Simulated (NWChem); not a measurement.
Isomers of C2H4FNSi, each optimised at PBE0/def2-SVP with NWChem, gas phase unless a solvent is named. Flexible species stand in one conformer each, which need not be the lowest.  Relative energies count from the lowest isomer at each level and are electronic, without zero-point energy, on those geometries.

A: N#C[C@@H](F)[SiH3]
B: N1=C[Si@@H](C1)F
C: F[C@@H]1N=C[SiH2]1
D: C#C[Si@@H](N)F

Rank them by relative energy, Hartree-Fock/def2-SVP (kcal/mol), lowest first.

D (0.0), B (28.1), A (51.5), C (75.9)
